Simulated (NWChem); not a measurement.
System: C5H3Cl; SMILES C(#C)C(=C=C)Cl

The following NWChem deck was run.

```
start job
memory heap 200 mb stack 900 mb global 1100 mb
geometry units angstroms noautosym nocenter noautoz
  C      1.653811     2.102128     0.000000
  C      0.910098     1.127754     0.000000
  C      0.038433     0.006760     0.000000
  Cl    -1.697613     0.371135     0.000000
  C      0.440061    -1.259270     0.000000
  C      0.848545    -2.507276     0.000000
  H      2.311029     2.960419     0.000000
  H      1.027864    -3.056206     0.942485
  H      1.027864    -3.056206    -0.942485
end
basis spherical
  C library 6-31g*
  Cl library 6-31g*
  H library 6-31g*
end
dft
  xc m06-2x
  iterations 150
end
cosmo
  do_cosmo_smd true
  solvent water
end
task dft energy
```

NWChem printed, in part:

```
             Northwest Computational Chemistry Package (NWChem) 7.3.0
             --------------------------------------------------------

                             Geometry "geometry" -> ""
                             -------------------------

 Output coordinates in angstroms (scale by  1.889725989 to convert to a.u.)

  No.       Tag          Charge          X              Y              Z
 ---- ---------------- ---------- -------------- -------------- --------------
    1 C                    6.0000     1.65381100     2.10212800     0.00000000
    2 C                    6.0000     0.91009800     1.12775400     0.00000000
    3 C                    6.0000     0.03843300     0.00676000     0.00000000
    4 Cl                  17.0000    -1.69761300     0.37113500     0.00000000
    5 C                    6.0000     0.44006100    -1.25927000     0.00000000
    6 C                    6.0000     0.84854500    -2.50727600     0.00000000
    7 H                    1.0000     2.31102900     2.96041900     0.00000000
    8 H                    1.0000     1.02786400    -3.05620600     0.94248500
    9 H                    1.0000     1.02786400    -3.05620600    -0.94248500

 Effective nuclear repulsion energy (a.u.)     219.5253480058

                                 NWChem DFT Module
                                 -----------------

 Summary of "ao basis" -> "ao basis" (spherical)
 ------------------------------------------------------------------------------
       Tag                 Description            Shells   Functions and Types
 ---------------- ------------------------------  ------  ---------------------
 C                           6-31g*                  6       14   3s2p1d
 Cl                          6-31g*                  8       18   4s3p1d
 H                           6-31g*                  2        2   2s

 in cosmo_initialize ...
 calling solv_data for solv:h2o

 solvent parameters
 solvname_short: h2o
 solvname_long:  water
 dielec:       78.4000
 dielecinf:     1.7769
 aqueous SMD model solvent descriptors
 dielec:       78.4000
 sola:          0.8200

          ---------------
          -cosmo- solvent
          ---------------
 Cosmo: York-Karplus, doi: 10.1021/jp992097l
 dielectric constant -eps-     =  78.40
 screen = (eps-1)/(eps    )    =   0.98724
 surface charge correction     = lagrangian

   van der Waals surface
 --------------------------

 ---------- ATOMIC COORDINATES (A.U.) ------------ VDWR(ANG.) --
     1    3.12524963    3.97244591    0.00000000     1.850
     2    1.71983584    2.13114604    0.00000000     1.850
     3    0.07262784    0.01277455    0.00000000     1.850
     4   -3.20802340    0.70134345    0.00000000     2.380
     5    0.83159471   -2.37967525    0.00000000     1.850
     6    1.60351754   -4.73806462    0.00000000     1.850
     7    4.36721156    5.59438072    0.00000000     1.200
     8    1.94238131   -5.77539190    1.78103840     1.200
     9    1.94238131   -5.77539190   -1.78103840     1.200
 number of segments per atom =        128
 number of   points per atom =        128
 atom (   nspa,  nppa )
 ----------------------
    1 (     82,     0 )       0
    2 (     50,     0 )       0
    3 (     20,     0 )       0
    4 (    100,     0 )       0
    5 (     50,     0 )       0
    6 (     68,     0 )       0
    7 (     54,     0 )       0
    8 (     56,     0 )       0
    9 (     56,     0 )       0
 number of -cosmo- surface points =      536
 molecular surface =    145.080 angstrom**2
 molecular volume  =    127.353 angstrom**3
 -lineq- algorithm             =   0
 -bem- low  level              =   3
 -bem- from -octahedral-
 gaussian surface charge width =   4.50000
 degree of switching           =   1.00000
 switching function tolerance  =   0.00010
 atomic radii =
 --------------
    1  6.000  1.850
    2  6.000  1.850
    3  6.000  1.850
    4 17.000  2.380
    5  6.000  1.850
    6  6.000  1.850
    7  1.000  1.200
    8  1.000  1.200
    9  1.000  1.200
 ...... end of -cosmo- initialization ......

 nat:                     9
 ixmem:                  4523
 calling mnsol_interface()
 G(SMD-CDS) energy (kcal/mol)  =     5.197
 SMD-CDS SASA (angstrom**2)    =   159.312

            General Information
            -------------------
          SCF calculation type: DFT
          Wavefunction type:  closed shell.
          No. of atoms     :     9
          No. of electrons :    50
           Alpha electrons :    25
            Beta electrons :    25
          Charge           :     0
          Spin multiplicity:     1
          Use of symmetry is: off; symmetry adaption is: off
          Maximum number of iterations: 150
          AO basis - number of functions:    94
                     number of shells:    44
          Convergence on energy requested:  1.00D-06
          Convergence on density requested:  1.00D-05
          Convergence on gradient requested:  5.00D-04

              XC Information
              --------------
                       M06-2X Method XC Functional
                     Hartree-Fock (Exact) Exchange  0.540
                        M06-2X Exchange Functional  1.000
                      M06-2X Correlation Potential  1.000

             Grid Information
             ----------------
          Grid used for XC integration:  medium
          Radial quadrature: Mura-Knowles
          Angular quadrature: Lebedev.
          Tag              B.-S. Rad. Rad. Pts. Rad. Cut. Ang. Pts.
          ---              ---------- --------- --------- ---------
          C                   0.70       49          13.0       434
          Cl                  1.00       88          11.0       590
          H                   0.35       45          13.0       434
          Grid pruning is: on
          Number of quadrature shells:   468
          Spatial weights used:  Erf1

      Superposition of Atomic Density Guess
      -------------------------------------

 Sum of atomic energies:        -649.24655108

      Non-variational initial energy
      ------------------------------

 Total energy =    -652.114019
 1-e energy   =   -1325.074595
 2-e energy   =     453.435228
 HOMO         =      -0.233263
 LUMO         =      -0.022908

   convergence    iter        energy       DeltaE   RMS-Dens  Diis-err
 ---------------- ----- ----------------- --------- --------- ---------
     COSMO gas phase
 d= 0,ls=0.0,diis     1   -652.1887548641 -8.72D+02  1.57D-02  5.10D-01
 d= 0,ls=0.0,diis     2   -652.2084426893 -1.97D-02  9.44D-03  4.41D-01
 d= 0,ls=0.0,diis     3   -652.2540710614 -4.56D-02  2.44D-03  6.50D-02
 d= 0,ls=0.0,diis     4   -652.2609872334 -6.92D-03  8.05D-04  1.28D-02
 d= 0,ls=0.0,diis     5   -652.2625592041 -1.57D-03  1.87D-04  2.74D-04
  Resetting Diis
 d= 0,ls=0.0,diis     6   -652.2625894177 -3.02D-05  8.45D-05  5.69D-05
 d= 0,ls=0.0,diis     7   -652.2625979636 -8.55D-06  2.37D-05  9.95D-07
 d= 0,ls=0.0,diis     8   -652.2625980177 -5.41D-08  1.09D-05  9.71D-07
 d= 0,ls=0.0,diis     9   -652.2625981595 -1.42D-07  2.17D-06  4.17D-08

   convergence    iter        energy       DeltaE   RMS-Dens  Diis-err
 ---------------- ----- ----------------- --------- --------- ---------
     COSMO solvation phase
 d= 0,ls=0.0,diis     1   -652.2618295751  7.69D-04  1.81D-03  3.52D-03
 d= 0,ls=0.0,diis     2   -652.2630722079 -1.24D-03  6.48D-04  1.86D-03
 d= 0,ls=0.0,diis     3   -652.2632642032 -1.92D-04  2.45D-04  6.21D-04
 d= 0,ls=0.0,diis     4   -652.2633585264 -9.43D-05  9.96D-05  4.51D-05
 d= 0,ls=0.0,diis     5   -652.2633655459 -7.02D-06  2.74D-05  5.75D-06
 d= 0,ls=0.0,diis     6   -652.2633663319 -7.86D-07  8.55D-06  5.15D-07

         Total DFT energy =     -652.263366331878
      One electron energy =    -1329.355308414464
           Coulomb energy =      513.256192848062
    Exchange-Corr. energy =      -56.238730348821
 Nuclear repulsion energy =      219.525348005783

             COSMO energy =        0.549131577562

 Numeric. integr. density =       50.000000051443

                                COSMO-SMD solvation results
                                ---------------------------

             internal energy in gas <Psi(g)|H|Psi(g)> =      -652.262598159501
         internal energy in solvent <Psi(s)|H|Psi(s)> =      -652.260597317510
                               delta internal energy  =         0.002000841990 (    1.26 kcal/mol)
   total free energy in solvent <Psi(s)|H+V/2|Psi(s)> =      -652.271648129940
 polarization energy contribution <Psi(s)|V/2|Psi(s)> =        -0.011050812430 (   -6.93 kcal/mol)
    total free energy in solvent including G(SMD-CDS) =      -652.263366331878
                       G(SMD-CDS) energy contribution =         0.008281798062 (    5.20 kcal/mol)
     1 M fixed-concentration free energy of solvation =        -0.000768172377 (   -0.48 kcal/mol)

                       DFT Final Molecular Orbital Analysis
                       ------------------------------------

 Vector   23  Occ=2.000000D+00  E=-3.611798D-01
              MO Center=  6.3D-01, -5.8D-02, -3.5D-11, r^2= 4.7D+00
   Bfn.  Coefficient  Atom+Function         Bfn.  Coefficient  Atom+Function
  ----- ------------  ---------------      ----- ------------  ---------------
    49      0.273889  4 Cl px                63      0.273513  5 C  px
    17      0.264643  2 C  px                77      0.242937  6 C  px
     3      0.197202  1 C  px                67      0.188941  5 C  px
     4     -0.181034  1 C  py                81      0.161002  6 C  px
    21      0.144612  2 C  px                22     -0.127969  2 C  py

 Vector   24  Occ=2.000000D+00  E=-3.417055D-01
              MO Center=  7.6D-01, -1.2D-01, -2.0D-12, r^2= 5.0D+00
   Bfn.  Coefficient  Atom+Function         Bfn.  Coefficient  Atom+Function
  ----- ------------  ---------------      ----- ------------  ---------------
    77      0.282063  6 C  px                63      0.257787  5 C  px
     3     -0.239182  1 C  px                50     -0.239089  4 Cl py
    17     -0.203260  2 C  px                18      0.200465  2 C  py
    81      0.200924  6 C  px                67      0.173873  5 C  px
     4      0.166115  1 C  py                 7     -0.160116  1 C  px

 Vector   25  Occ=2.000000D+00  E=-2.980414D-01
              MO Center=  5.0D-01,  1.5D-01, -2.1D-10, r^2= 4.3D+00
   Bfn.  Coefficient  Atom+Function         Bfn.  Coefficient  Atom+Function
  ----- ------------  ---------------      ----- ------------  ---------------
    65     -0.315976  5 C  pz                33     -0.298053  3 C  pz
     5      0.294915  1 C  pz                51      0.263184  4 Cl pz
    69     -0.234205  5 C  pz                37     -0.221736  3 C  pz
     9      0.212798  1 C  pz                19      0.195268  2 C  pz
    55      0.174449  4 Cl pz                23      0.135413  2 C  pz

 Vector   26  Occ=0.000000D+00  E=-7.901614D-03
              MO Center=  1.5D-01, -5.2D-01,  3.3D-10, r^2= 5.2D+00
   Bfn.  Coefficient  Atom+Function         Bfn.  Coefficient  Atom+Function
  ----- ------------  ---------------      ----- ------------  ---------------
    53      0.475197  4 Cl px                81     -0.401016  6 C  px
    35      0.363331  3 C  px                34     -0.354667  3 C  s
    49      0.347313  4 Cl px                52      0.296793  4 Cl s
    77     -0.296882  6 C  px                67      0.279768  5 C  px
    63      0.240801  5 C  px                31      0.235514  3 C  px

 Vector   27  Occ=0.000000D+00  E=-1.438926D-03
              MO Center=  6.8D-01, -2.2D-01, -3.1D-11, r^2= 4.4D+00
   Bfn.  Coefficient  Atom+Function         Bfn.  Coefficient  Atom+Function
  ----- ------------  ---------------      ----- ------------  ---------------
    69      0.467313  5 C  pz                65      0.407104  5 C  pz
     9      0.366001  1 C  pz                37     -0.360833  3 C  pz
    33     -0.290122  3 C  pz                92     -0.278211  8 H  s
    94      0.278211  9 H  s                  5      0.272445  1 C  pz
    23     -0.225391  2 C  pz                19     -0.171578  2 C  pz

 Vector   28  Occ=0.000000D+00  E= 8.534540D-02
              MO Center=  7.7D-01,  3.2D-03, -1.9D-11, r^2= 5.1D+00
   Bfn.  Coefficient  Atom+Function         Bfn.  Coefficient  Atom+Function
  ----- ------------  ---------------      ----- ------------  ---------------
    22      0.603217  2 C  py                36      0.513459  3 C  py
     7      0.481513  1 C  px                34      0.464955  3 C  s
    81     -0.414624  6 C  px                68      0.394848  5 C  py
    53     -0.336302  4 Cl px                67      0.335926  5 C  px
    63      0.309380  5 C  px                20     -0.283180  2 C  s

     Multipole analysis of the density
     ---------------------------------

     L   x y z        total         alpha         beta         nuclear
     -   - - -        -----         -----         ----         -------
     0   0 0 0     -0.000000    -25.000000    -25.000000     50.000000

     1   1 0 0      0.948272      1.557871      1.557871     -2.167470
     1   0 1 0     -0.669432     -0.313814     -0.313814     -0.041805
     1   0 0 1     -0.000000     -0.000000     -0.000000      0.000000

     2   2 0 0    -29.271546   -163.401248   -163.401248    297.530950
     2   1 1 0      1.172368     -0.800969     -0.800969      2.774307
     2   1 0 1      0.000000      0.000000      0.000000      0.000000
     2   0 2 0    -20.622087   -208.798897   -208.798897    396.975706
     2   0 1 1      0.000000      0.000000      0.000000      0.000000
     2   0 0 2    -30.733522    -18.538859    -18.538859      6.344196
```

Level: M06-2X/6-31G* (spherical d), SMD on the gas-phase geometry. All runs use the structure optimised with PBE-D3(BJ)/def2-SVP. Solvent: water.
